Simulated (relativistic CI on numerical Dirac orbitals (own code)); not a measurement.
## Energy levels of Pb⁷⁸⁺

Computed by Dirac-Coulomb-Breit CI, orbitals from a KLI potential per configuration, a model potential for QED, unscaled Slater integrals (own radial code, finite nucleus).

CI space (outside the closed core 1s2): 2s², 2s2p, 2p², 2p3s, 2p3p, 2s3s, 2s3p, 2s3d, 2s4s, 2s4p, 2s4d, 2s4f, 3s², 3s3p, 3p². Levels of other configurations are missing.

| No. | Configuration | Term | J | E (eV) | % | Next component (%) | jj configuration (%) |
| --- | --- | --- | --- | --- | --- | --- | --- |
| 1 | 2s² | ¹S | 0 | 0.0 | 98 | 1 2p² ³P | closed (98) |
| 2 | 2s2p | ³P° | 0 | 209.5 | 100 |  | 2s 2p1/2 (100) |
| 3 | 2s2p | ³P° | 1 | 246.9 | 69 | 31 ¹P° | 2s 2p1/2 (100) |
| 4 | 2p² | ³P | 0 | 581.7 | 67 | 31 ¹S | 2p1/2^2 (98) |
| 5 | 2s2p | ³P° | 2 | 2587.9 | 100 |  | 2s 2p3/2 (100) |
| 6 | 2s2p | ¹P° | 1 | 2692.1 | 69 | 31 ³P° | 2s 2p3/2 (100) |
| 7 | 2p² | ³P | 1 | 2909.2 | 100 |  | 2p1/2 2p3/2 (100) |
| 8 | 2p² | ¹D | 2 | 2927.1 | 66 | 34 ³P | 2p1/2 2p3/2 (100) |
| 9 | 2p² | ³P | 2 | 5303.3 | 66 | 34 ¹D | 2p3/2^2 (100) |
| 10 | 2p² | ¹S | 0 | 5381.9 | 68 | 32 ³P | 2p3/2^2 (100) |
| 11 | 2s3s | ³S | 1 | 13987.7 | 100 |  | 2s 3s (100) |
| 12 | 2s3s | ¹S | 0 | 14028.9 | 99 |  | 2s 3s (99) |
| 13 | 2s3p | ³P° | 1 | 14083.5 | 66 | 33 ¹P° | 2s 3p1/2 (99) |
| 14 | 2s3p | ³P° | 0 | 14084.2 | 100 |  | 2s 3p1/2 (100) |
| 15 | 2p3s | ³P° | 0 | 14244.1 | 100 |  | 2p1/2 3s (100) |
| 16 | 2p3s | ³P° | 1 | 14246.9 | 66 | 33 ¹P° | 2p1/2 3s (99) |
| 17 | 2p3p | ³D | 1 | 14301.5 | 74 | 22 ¹P | 2p1/2 3p1/2 (100) |
| 18 | 2p3p | ³P | 0 | 14367.2 | 67 | 32 ¹S | 2p1/2 3p1/2 (99) |
| 19 | 2s3p | ³P° | 2 | 14788.0 | 100 |  | 2s 3p3/2 (100) |
| 20 | 2s3p | ¹P° | 1 | 14796.4 | 67 | 33 ³P° | 2s 3p3/2 (100) |
| 21 | 2s3d | ³D | 1 | 14825.2 | 100 |  | 2s 3d3/2 (100) |
| 22 | 2s3d | ³D | 2 | 14830.9 | 67 | 33 ¹D | 2s 3d3/2 (99) |
| 23 | 2s3d | ³D | 3 | 15009.4 | 100 |  | 2s 3d5/2 (100) |
| 24 | 2s3d | ¹D | 2 | 15016.8 | 40 | 21 2p3p ³D | 2s 3d5/2 (57) |
| 25 | 2p3p | ³P | 1 | 15033.3 | 49 | 30 ³S | 2p1/2 3p3/2 (100) |
| 26 | 2p3p | ³D | 2 | 15045.7 | 30 | 26 2s3d ¹D | 2p1/2 3p3/2 (58) |
| 27 | 2p3s | ³P° | 2 | 16649.8 | 100 |  | 2p3/2 3s (100) |
| 28 | 2p3s | ¹P° | 1 | 16661.2 | 67 | 33 ³P° | 2p3/2 3s (100) |
| 29 | 2p3p | ³P | 1 | 16733.6 | 51 | 28 ³S | 2p3/2 3p1/2 (100) |
| 30 | 2p3p | ³D | 2 | 16734.6 | 49 | 34 ¹D | 2p3/2 3p1/2 (100) |
| 31 | 2p3p | ³D | 3 | 17419.7 | 100 |  | 2p3/2 3p3/2 (100) |
| 32 | 2p3p | ¹P | 1 | 17420.9 | 55 | 38 ³S | 2p3/2 3p3/2 (100) |
| 33 | 2p3p | ³P | 2 | 17456.9 | 66 | 34 ¹D | 2p3/2 3p3/2 (100) |
| 34 | 2p3p | ¹S | 0 | 17489.9 | 67 | 33 ³P | 2p3/2 3p3/2 (100) |
| 35 | 2s4s | ³S | 1 | 18751.1 | 100 |  | 2s 4s (100) |
| 36 | 2s4s | ¹S | 0 | 18766.0 | 100 |  | 2s 4s (100) |
| 37 | 2s4p | ³P° | 0 | 18788.5 | 100 |  | 2s 4p1/2 (100) |
| 38 | 2s4p | ³P° | 1 | 18788.6 | 67 | 33 ¹P° | 2s 4p1/2 (100) |
| 39 | 2s4p | ³P° | 2 | 19082.1 | 100 |  | 2s 4p3/2 (100) |
| 40 | 2s4p | ¹P° | 1 | 19084.8 | 67 | 33 ³P° | 2s 4p3/2 (100) |
| 41 | 2s4d | ³D | 1 | 19096.9 | 100 |  | 2s 4d3/2 (100) |
| 42 | 2s4d | ³D | 2 | 19099.1 | 65 | 35 ¹D | 2s 4d3/2 (100) |
| 43 | 2s4d | ³D | 3 | 19175.7 | 100 |  | 2s 4d5/2 (100) |
| 44 | 2s4d | ¹D | 2 | 19182.3 | 65 | 35 ³D | 2s 4d5/2 (100) |
| 45 | 2s4f | ³F° | 3 | 19185.1 | 59 | 41 ¹F° | 2s 4f5/2 (100) |
| 46 | 2s4f | ³F° | 2 | 19185.5 | 100 |  | 2s 4f5/2 (100) |
| 47 | 2s4f | ³F° | 4 | 19222.4 | 100 |  | 2s 4f7/2 (100) |
| 48 | 2s4f | ¹F° | 3 | 19224.1 | 59 | 41 ³F° | 2s 4f7/2 (100) |

Energies count from the lowest computed level; ° marks odd parity. Filled j subshells are mostly left out of the jj labels.

The mean weight of the leading LS term, summed over parents, in these 48 levels is 78 %, and that of the leading jj configuration (from the same eigenvectors) 98 %, so jj coupling describes them better and the LS labels are nominal.

At this charge energies of transitions that change n are usually good to better than 1 %, and those within a shell (Δn = 0) to a few per cent.

LS names give the leading component of a level, which can be under half, so a name can repeat, a term be missing and a line seem to break the LS rules.
